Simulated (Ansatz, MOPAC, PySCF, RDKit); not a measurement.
Noncovalent pair: HF (SMILES F) (first 2 atoms) with C2H4 (SMILES C=C); geometry from B3LYP-D3(BJ)/def2-TZVP, rigid monomers moved along the line of their centres of mass till H2···C3 is 2.02 Å.
(charge 0, multiplicity 1):
```xyz
8

F     -0.234     0.856     0.585
H     -0.168     0.555     1.469
C     -0.559     0.320     3.432
C      0.483    -0.434     3.099
H     -0.436     1.339     3.777
H     -1.573    -0.058     3.381
H      0.361    -1.457     2.763
H      1.498    -0.060     3.159
```

```
level                                                     interaction energy (meV)  minus MP2/CBS(aug-cc-pVDZ, aug-cc-pVTZ) + ΔCCSD(T)/aug-cc-pVDZ  cost
--------------------------------------------------------  ------------------------  --------------------------------------------------------------  ----
UFF                                                                         2271.3                                                          2427.5     -
AM1                                                                          165.9                                                           322.1     -
PM6                                                                           85.0                                                           241.1     -
PM7                                                                           71.3                                                           227.5     -
HF/6-31G*                                                                      2.0                                                           158.2     -
HF/6-31G* (no counterpoise)                                                  -68.0                                                            88.1     -
r2SCAN/def2-TZVPPD                                                          -213.3                                                           -57.1    ×2
r2SCAN-D4/def2-TZVPPD                                                       -221.0                                                           -64.8    ×2
B3LYP/3-21G (no counterpoise)                                               -203.0                                                           -46.9     -
B3LYP/6-31G*                                                                -105.1                                                            51.1     -
B3LYP/6-31G* (no counterpoise)                                              -194.0                                                           -37.9     -
B3LYP/6-311+G** (no counterpoise)                                           -155.1                                                             1.1     -
B3LYP/def2-TZVPPD                                                           -140.5                                                            15.7    ×2
B3LYP-D3(BJ)/def2-TZVPPD                                                    -195.5                                                           -39.3    ×2
B3LYP-D4/def2-TZVPPD                                                        -182.8                                                           -26.6    ×2
M06-2X/6-31G* (no counterpoise)                                             -208.9                                                           -52.7     -
wB97M-V/def2-TZVPPD                                                         -183.2                                                           -27.1    ×4
MP2/aug-cc-pVDZ                                                             -126.4                                                            29.8     -
MP2/CBS(aug-cc-pVDZ, aug-cc-pVTZ)                                           -177.7                                                           -21.5     -
MP2/CBS(aug-cc-pVDZ, aug-cc-pVTZ) + ΔCCSD(T)/aug-cc-pVDZ                    -156.2                                                             0.0    ×9
```

 The comparison column counts from a level with limits of its own.

The rows run from -221.0 (r2SCAN-D4/def2-TZVPPD) to 2271.3 meV (UFF). The dispersion term adds -7.7 in r2SCAN-D4, -55.0 in B3LYP-D3(BJ), -42.4 in B3LYP-D4. The 3 functionals in def2-TZVPPD without D3 or D4 span 72.8, from r2SCAN to B3LYP.

Monomers are frozen at their geometry in the pair; levels with a basis set take the counterpoise correction. Rows marked so take none. RDKit's UFF carries no charges.

Cores are frozen in the correlated methods. CBS(a, b) extrapolates the correlation energy as X⁻³ and adds the Hartree–Fock energy of set b. Rows in 3-21G, 6-311+G**, 6-31G* carry no dispersion term and start afresh at each structure (6-31G* with six Cartesian d functions). The state that AM1, PM6, PM7 reach isn't checked; PM7 holds dispersion and hydrogen-bond terms.

Codes used: Ansatz (a program for electronic structure); MOPAC for AM1, PM6, PM7 (differences of heats of formation); PySCF for 3-21G rows, 6-311+G** rows, 6-31G* rows, the dispersion terms; RDKit for the force fields. Each number belongs to the level named beside it.

Costs are rough ratios of core time to PBE/def2-TZVPPD (about 4 s over the structures, on one shared machine); a dash marks a level with no comparable run of its own.
